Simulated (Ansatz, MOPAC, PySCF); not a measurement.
Pair of molecules: H2S (SMILES S) (first 3 atoms) with CH5N (SMILES CN); geometry from B3LYP-D3(BJ)/def2-TZVP.
(charge 0, multiplicity 1):
```xyz
10

S      0.29857     0.13115    -0.13145
H      0.51332     0.25786     1.20853
H      0.57665    -1.18196    -0.12453
C     -0.69365    -0.37464     3.63836
N      0.51199     0.37539     3.27895
H     -0.58208    -1.40837     3.30945
H     -1.54624     0.04421     3.10323
H     -0.92500    -0.37851     4.71000
H      1.33258    -0.00955     3.73093
H      0.43845     1.34411     3.56591
```

Counterpoise-corrected where a basis set is named; no monomer relaxation. Rows marked so take none.

Cores are frozen in the correlated methods. CBS: X⁻³ extrapolation of the correlation energy, Hartree–Fock from the larger set. Rows in 3-21G, 6-311+G**, 6-31G* carry no dispersion term and start afresh at each structure (6-31G* with six Cartesian d functions). The state that AM1, PM6 reach isn't checked.

Run with Ansatz (Gaussian orbitals); MOPAC for AM1, PM6 (differences of heats of formation); PySCF for 3-21G rows, 6-311+G** rows, 6-31G* rows, the dispersion terms. 

Other levels give for the interaction energy: PBE/def2-TZVPPD -4.51; B3LYP/def2-TZVPPD -2.98; B3LYP-D3(BJ)/def2-TZVPPD -4.79; wB97M-V/def2-TZVPPD -4.03; CCSD(T)/CBS(aug-cc-pV(D+d)Z, aug-cc-pV(T+d)Z) -4.26 kcal/mol.

### Question
What do these common cheap choices give for the same quantity: AM1, PM6, HF/3-21G (no counterpoise), BP86/6-31G* (no counterpoise), B3LYP/3-21G (no counterpoise), B3LYP/6-31G*, B3LYP/6-31G* (no counterpoise), B3LYP/6-311+G** (no counterpoise)?

### Answer
AM1 0.08; PM6 -3.99; HF/3-21G (no counterpoise) -6.62; BP86/6-31G* (no counterpoise) -6.22; B3LYP/3-21G (no counterpoise) -10.05; B3LYP/6-31G* -4.41; B3LYP/6-31G* (no counterpoise) -5.61; B3LYP/6-311+G** (no counterpoise) -4.15 kcal/mol. They span -10.05 to 0.08 kcal/mol.

Ansatz is a first-principles code.
